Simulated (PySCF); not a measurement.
Computed properties of F2HS, SMILES F[SH+]F, charge +1

F2HS, SMILES F[SH+]F, charge +1. Geometry optimised at PBE0-D3(BJ)/def2-TZVP. The isomer is the one that the SMILES or the coordinates give; other isomers of the formula were not compared. The values are those of a single conformer. All values are computed for the isolated molecule unless a solvent is named; none is compared with measurement here.

**Structure.** The optimised structure has Cs symmetry. All 6 harmonic modes at PBE0-D3(BJ)/def2-TZVP (PySCF) are real, so it is a minimum. With heavy atoms numbered as in [F:1][SH+:2][F:3], the shortest bond between them is F1–S2 at 1.520 Å and the longest S2–F3 at 1.520 Å.

**Vibrations.** The strongest infrared lines (harmonic, unscaled, degenerate partners summed) lie at 987 cm⁻¹ (143 km/mol, F 54 %, S 43 %), 961 cm⁻¹ (82 km/mol, F 65 %, S 35 %), 1079 cm⁻¹ (31 km/mol, H 86 %). The softest mode is at 393 cm⁻¹ and the zero-point energy is 10.0 kcal/mol.

**Electronic structure.** CAM-B3LYP/def2-TZVPD (PySCF) places the frontier levels at -19.31 and -8.00 eV, a gap of 11.31 eV and a mean polarisability of 19.2 bohr³. PBE/def2-TZVPD (PySCF) at the same geometry gives -16.18 and -10.36 eV, so its gap is 5.49 eV narrower. An orbital gap is neither the optical nor the fundamental gap.

**Excitations.** TDDFT-ωB97X/def2-SVPD (PySCF) has S1 at 6.92 eV (179 nm, f = 0.015, weak); the most intense of the 10 singlets computed lies at 11.47 eV (f = 0.13). T1 (TDA) is at 5.76 eV. TDDFT-PBE/def2-SVPD (PySCF) puts S1 at 6.46 eV. No vertical singlet excitation falls in the visible range (under 3.1 eV).

**NMR.** GIAO shifts at PBE0/pcSseg-2 (PySCF) (non-relativistic, atoms alike by connectivity averaged): ¹H at 11.2 ppm against TMS; ¹⁹F at -95.6 ppm against CFCl3.

**Solvation.** SMD-PBE0/6-31G* (PySCF) gives -64.4 kcal/mol in water, -65.5 kcal/mol in dimethylsulfoxide, -65.5 kcal/mol in acetonitrile (1 M in both phases, gas-phase geometry); of these solvents acetonitrile holds the molecule best.
